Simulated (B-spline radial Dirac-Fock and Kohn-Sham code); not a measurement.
K-line shifts caused by a second vacancy in Ho²⁺

System: Ho²⁺ in the configuration [Xe] 4f11.

Input of the calculation (task.json; shells as n, l, electrons):

```json
{"items": [{
  "Z": 67,
  "q": 2,
  "cfg": [[1, 0, 2], [2, 0, 2], [2, 1, 6], [3, 0, 2], [3, 1, 6], [3, 2, 10], [4, 0, 2], [4, 1, 6], [4, 2, 10], [4, 3, 11], [5, 0, 2], [5, 1, 6]],
  "A": 165,
  "rrms": 5.2022,
  "do": ["binding", "quiet", "double"]
}]}
```

Command: `python xray_run.py task.json out`

The computed values come from a B-spline atomic structure program: Dirac-Fock ΔSCF + Breit + QED. Each two-hole energy is an average over J within one jj subconfiguration, not an observable level; in light atoms, where LS coupling holds, the j-resolved values are not observed lines, and for a K spectator the Kα1 hypersatellite is nearly forbidden. Electron correlation is not included.

Lines without a spectator: Kα2 (K-L2) 46697.2 eV, Kα1 (K-L3) 47544.3 eV, Kβ3 (K-M2) 53690.0 eV, Kβ1 (K-M3) 53869.7 eV. Shifts in eV with one spectator hole (a dash: not computed, or left out as unreliable):

| spectator hole | Kα2 | Kα1 | Kβ3 | Kβ1 |
| --- | --- | --- | --- | --- |
| K (1s) | +848.9 | +900.3 | +1095.1 | +1106.8 |
| L2 (2p1/2) | +104.2 | +137.3 | – | +270.4 |
| L3 (2p3/2) | +85.8 | +91.3 | +215.4 | – |
| M2 (3p1/2) | – | +20.61 | +41.8 | +49.5 |
| M3 (3p3/2) | +12.50 | – | +37.8 | +37.8 |
| M4 (3d3/2) | +4.15 | +0.79 | – | – |
| M5 (3d5/2) | -0.66 | +2.75 | – | – |
